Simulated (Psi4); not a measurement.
F4Ti, triplet, at a GFN2-xTB geometry (such geometries of metal compounds can be far from the true shape) (the multiplicity is a formal guess); B3LYP/STO-3G in Psi4.

Input for Psi4:
```
memory 2 GB

molecule mol {
0 3
Ti   -0.000000   -0.000000   -0.000000
F     1.256337    0.248068   -1.232128
F     1.139243   -0.580198    1.234325
F    -1.271822   -0.375726   -1.182946
F    -1.123758    0.707856    1.180749
}

set {
  basis sto-3g
  reference uks
}

energy('b3lyp')
print_variables()
```

Problem. Write the output that Psi4 gives for this input, abridged.

Solution. 
```
   => Loading Basis Set <=

    Name: STO-3G
    Role: ORBITAL
    Keyword: BASIS

         ---------------------------------------------------------
                                   SCF
               by Justin Turney, Rob Parrish, Andy Simmonett
                          and Daniel G. A. Smith
                              UKS Reference
         ---------------------------------------------------------

  ==> Geometry <==

    Molecular point group: c1
    Full point group: C1

    Geometry (in Angstrom), charge = 0, multiplicity = 3:

       Center              X                  Y                   Z               Mass
    ------------   -----------------  -----------------  -----------------  -----------------
         TI           0.000000000000    -0.000000000000     0.000000000000    47.947941980000
         F            1.256337000000     0.248068000000    -1.232128000000    18.998403162730
         F            1.139243000000    -0.580198000000     1.234325000000    18.998403162730
         F           -1.271822000000    -0.375726000000    -1.182946000000    18.998403162730
         F           -1.123758000000     0.707856000000     1.180749000000    18.998403162730

  Running in c1 symmetry.

  Rotational constants: A =      0.13081  B =      0.13081  C =      0.07585 [cm^-1]
  Rotational constants: A =   3921.66366  B =   3921.66085  C =   2273.94348 [MHz]
  Nuclear repulsion =  326.734655619978696

  Charge       = 0
  Multiplicity = 3
  Electrons    = 58
  Nalpha       = 30
  Nbeta        = 28

  ==> Algorithm <==

  SCF Algorithm Type is DF.
  DIIS enabled.
  MOM disabled.
  Fractional occupation disabled.
  Guess Type is SAD.
  Energy threshold   = 1.00e-06
  Density threshold  = 1.00e-06
  Integral threshold = 1.00e-12

  ==> Primary Basis <==

  Basis Set: STO-3G
    Blend: STO-3G
    Number of shells: 20
    Number of basis functions: 38
    Number of Cartesian functions: 39
    Spherical Harmonics?: true
    Max angular momentum: 2

  ==> DFT Potential <==

   => LibXC <=

    Version 7.1.2
    S. Lehtola, C. Steigemann, M. J. T. Oliveira, and M. A. L. Marques,  SoftwareX 7, 1–5 (2018) (10.1016/j.softx.2017.11.002)

   => Composite Functional: B3LYP <=

    B3LYP Hyb-GGA Exchange-Correlation Functional

    P. J. Stephens, F. J. Devlin, C. F. Chabalowski, and M. J. Frisch,  J. Phys. Chem. 98, 11623 (1994) (10.1021/j100096a001)

    Deriv               =              1
    GGA                 =           TRUE
    Meta                =          FALSE

    Exchange Hybrid     =           TRUE
    MP2 Hybrid          =          FALSE

   => Exchange Functionals <=

    0.0800   Slater exchange
    0.7200         Becke 88

   => Exact (HF) Exchange <=

    0.2000               HF

   => Correlation Functionals <=

    0.1900   Vosko, Wilk & Nusair (VWN5_RPA)
    0.8100   Lee, Yang & Parr

   => LibXC Density Thresholds  <==

    XC_HYB_GGA_XC_B3LYP:  1.00E-15

   => Molecular Quadrature <=

    Radial Scheme          =       TREUTLER
    Pruning Scheme         =           NONE
    Nuclear Scheme         =       TREUTLER

    Blocking Scheme        =         OCTREE
    BS radius alpha        =              1
    Pruning alpha          =              1
    Radial Points          =             75
    Spherical Points       =            302
    Total Points           =         107316
    Total Blocks           =            861
    Max Points             =            255
    Max Functions          =             35
    Weights Tolerance      =       1.00E-15

   => Loading Basis Set <=

    Name: (STO-3G AUX)
    Role: JKFIT
    Keyword: DF_BASIS_SCF

  ==> Integral Setup <==

  SCF_SUBTYPE=INCORE selected. In-core MEM_DF algorithm will be used.
  Using in-core AOs.

  ==> MemDFJK: Density-Fitted J/K Matrices <==

    J tasked:                   Yes
    K tasked:                   Yes
    wK tasked:                   No
    Algorithm:                 Core
    Schwarz Cutoff:           1E-12
    Mask sparsity (%):       3.6011
    Fitting Condition:        1E-10

   => Auxiliary Basis Set <=

  Basis Set: (STO-3G AUX)
    Blend: DEF2-UNIVERSAL-JKFIT
    Number of shells: 158
    Number of basis functions: 572
    Number of Cartesian functions: 749
    Spherical Harmonics?: true
    Max angular momentum: 6

  Minimum eigenvalue in the overlap matrix is 3.0035248389E-01.
  Reciprocal condition number of the overlap matrix is 1.6366905092E-01.
    Using symmetric orthogonalization.

  ==> Pre-Iterations <==

  SCF Guess: Superposition of Atomic Densities via on-the-fly atomic UHF (no occupation information).

   -------------------------
    Irrep   Nso     Nmo
   -------------------------
     A         38      38
   -------------------------
    Total      38      38
   -------------------------

  ==> Iterations <==

                           Total Energy        Delta E     RMS |[F,P]|

   @DF-UKS iter SAD: -1232.71580274403482   -1.23272e+03   0.00000e+00
   @DF-UKS iter   1: -1234.44244884971795   -1.72665e+00   4.86554e-03 DIIS/ADIIS
   @DF-UKS iter   2: -1234.40643826992641    3.60106e-02   8.58495e-03 DIIS/ADIIS
   @DF-UKS iter   3: -1234.46911338118070   -6.26751e-02   3.38249e-04 DIIS/ADIIS
   @DF-UKS iter   4: -1234.46924747262983   -1.34091e-04   2.68068e-05 DIIS
   @DF-UKS iter   5: -1234.46924935030438   -1.87767e-06   2.39600e-06 DIIS
   @DF-UKS iter   6: -1234.46924936072810   -1.04237e-08   2.43657e-06 DIIS
   @DF-UKS iter   7: -1234.46924935973425    9.93850e-10   2.65318e-06 DIIS
   @DF-UKS iter   8: -1234.46924936747246   -7.73821e-09   2.26260e-07 DIIS
  Energy and wave function converged.

  ==> Post-Iterations <==

   Electrons on quadrature grid:
      Nalpha   =   29.9999946740 ; deviation = -5.326e-06
      Nbeta    =   28.0000038575 ; deviation = 3.858e-06
      Ntotal   =   57.9999985315 ; deviation = -1.468e-06

   @Spin Contamination Metric:   7.004237484E-03
   @S^2 Expected:                2.000000000E+00
   @S^2 Observed:                2.007004237E+00
   @S   Expected:                1.000000000E+00
   @S   Observed:                1.000000000E+00

    Orbital Energies [Eh]
    ---------------------

    Alpha Occupied:

       1A   -177.162466     2A    -24.427221     3A    -24.427218
       4A    -24.427178     5A    -24.426812     6A    -19.716254
       7A    -16.724296     8A    -16.723921     9A    -16.723921
      10A     -2.453921    11A     -1.592233    12A     -1.592233
      13A     -1.573028    14A     -1.088612    15A     -1.080800
      16A     -1.063531    17A     -1.063529    18A     -0.344952
      19A     -0.332677    20A     -0.324888    21A     -0.307829
      22A     -0.307827    23A     -0.294558    24A     -0.294556
      25A     -0.290480    26A     -0.269776    27A     -0.265385
      28A     -0.255639    29A     -0.255638    30A     -0.015018

    Alpha Virtual:

      31A      0.181484    32A      0.181484    33A      0.207978
      34A      0.208300    35A      0.364908    36A      0.456388
      37A      0.510676    38A      0.510676

    Beta Occupied:

       1A   -177.161498     2A    -24.421808     3A    -24.421804
       4A    -24.421770     5A    -24.421402     6A    -19.714793
       7A    -16.723280     8A    -16.723113     9A    -16.723113
      10A     -2.440973    11A     -1.583061    12A     -1.583061
      13A     -1.549334    14A     -1.064736    15A     -1.055803
      16A     -1.038752    17A     -1.038750    18A     -0.323188
      19A     -0.315131    20A     -0.291227    21A     -0.283028
      22A     -0.283026    23A     -0.276476    24A     -0.268851
      25A     -0.268850    26A     -0.250123    27A     -0.214114
      28A     -0.214114

    Beta Virtual:

      29A     -0.158958    30A      0.115919    31A      0.200079
      32A      0.200079    33A      0.224222    34A      0.249117
      35A      0.380509    36A      0.473886    37A      0.525227
      38A      0.525227

    Final Occupation by Irrep:
              A
    DOCC [    28 ]
    SOCC [     2 ]
    NA   [    30 ]
    NB   [    28 ]

  @DF-UKS Final Energy: -1234.46924936747246

   => Energetics <=

    Nuclear Repulsion Energy =            326.7346556199786960
    One-Electron Energy =               -2355.4338912446196446
    Two-Electron Energy =                 861.7572456481508425
    DFT Exchange-Correlation Energy =     -67.5272593909820955
    Empirical Dispersion Energy =           0.0000000000000000
    VV10 Nonlocal Energy =                  0.0000000000000000
    Total Energy =                      -1234.4692493674724574

  UHF NO Occupations:
  HONO-2 :   28  A 1.9980794
  HONO-1 :   29  A 1.0000000
  HONO-0 :   30  A 1.0000000
  LUNO+0 :   31  A 0.0019206
  LUNO+1 :   32  A 0.0006415
  LUNO+2 :   33  A 0.0006415
  LUNO+3 :   34  A 0.0002231

Computation Completed

Properties will be evaluated at   0.000000,   0.000000,   0.000000 [a0]

Properties computed using the SCF density matrix

 Multipole Moments:

 ------------------------------------------------------------------------------------
     Multipole            Electronic (a.u.)      Nuclear  (a.u.)        Total (a.u.)
 ------------------------------------------------------------------------------------

 L = 1.  Multiply by 2.5417464519 to convert [e a0] to [Debye]
 Dipole X            :          0.0000012            0.0000000            0.0000012
 Dipole Y            :          0.0000154            0.0000000            0.0000154
 Dipole Z            :          0.0000003            0.0000000            0.0000003
 Magnitude           :                                                    0.0000155

 ------------------------------------------------------------------------------------

  Variable Map:
  ----------------------------------------------------------------------------
  "CURRENT ENERGY"              =>   -1234.469249367472
  "CURRENT REFERENCE ENERGY"    =>   -1234.469249367472
  "DD SOLVATION ENERGY"         =>       0.000000000000
  "DFT FUNCTIONAL TOTAL ENERGY" =>   -1234.469249367472
  "DFT TOTAL ENERGY"            =>   -1234.469249367472
  "DFT VV10 ENERGY"             =>       0.000000000000
  "DFT XC ENERGY"               =>     -67.527259390982
  "GRID ELECTRONS ALPHA"        =>      29.999994673977
  "GRID ELECTRONS BETA"         =>      28.000003857523
  "GRID ELECTRONS TOTAL"        =>      57.999998531500
  "NUCLEAR REPULSION ENERGY"    =>     326.734655619979
  "ONE-ELECTRON ENERGY"         =>   -2355.433891244620
  "PCM POLARIZATION ENERGY"     =>       0.000000000000
  "PE ENERGY"                   =>       0.000000000000
  "SCF ITERATION ENERGY"        =>   -1234.469249367472
  "SCF ITERATIONS"              =>       8.000000000000
  "SCF TOTAL ENERGY"            =>   -1234.469249367472
  "TWO-ELECTRON ENERGY"         =>     861.757245648151
  "XC GRID RADIAL POINTS"       =>      75.000000000000
  "XC GRID SPHERICAL POINTS"    =>     302.000000000000
  "XC GRID TOTAL POINTS"        =>  107316.000000000000

  Array Variable Map:
  ----------------------------------------------------------------------------
  "CURRENT DIPOLE"              =>       0.000001223856 ... 0.000000338407 1 by 3
  "SCF DIPOLE"                  =>       0.000001223856 ... 0.000000338407 1 by 3
  "SCF TOTAL ENERGIES"          =>   -1232.715802744035 ... -1234.469249367472 1 by 9
```
